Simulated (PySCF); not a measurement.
## Ionisation energy of Kr⁺ by level of theory

Kr⁺ [Ar] 3d10 4s2 4p5 (2P) → Kr²⁺ [Ar] 3d10 4s2 4p4 (3P), as a difference of total energies. Computed with PySCF 2.14 in aug-cc-pVDZ-PP with ECP10MDF (5s4p3d, 32 functions), with scalar relativity through the core potential. Correlated levels: valence: 3s2 3p6 3d10 frozen. The calculations carry no spin-orbit coupling.

| method | ionisation energy (eV) |
| --- | --- |
| UHF | 23.246 |
| MP2 (valence) | 23.853 |
| SCS-MP2 (valence) | 23.824 |
| CCSD (valence) | 23.824 |
| CCSD(T) (valence) | 23.835 |
| CCSDT (valence) | 23.835 |

How much does correlation contribute at CCSD(T) (valence)?

23.835 − (23.246) = 0.589 eV, measured against UHF.

The reference lies between the lowest fine-structure levels, while these numbers refer to the centres of the terms.

Errors of the correlated levels include the incompleteness of this basis and the frozen core.

For comparison: 24.360 eV (measured; NIST Atomic Spectra Database, ionization energies).
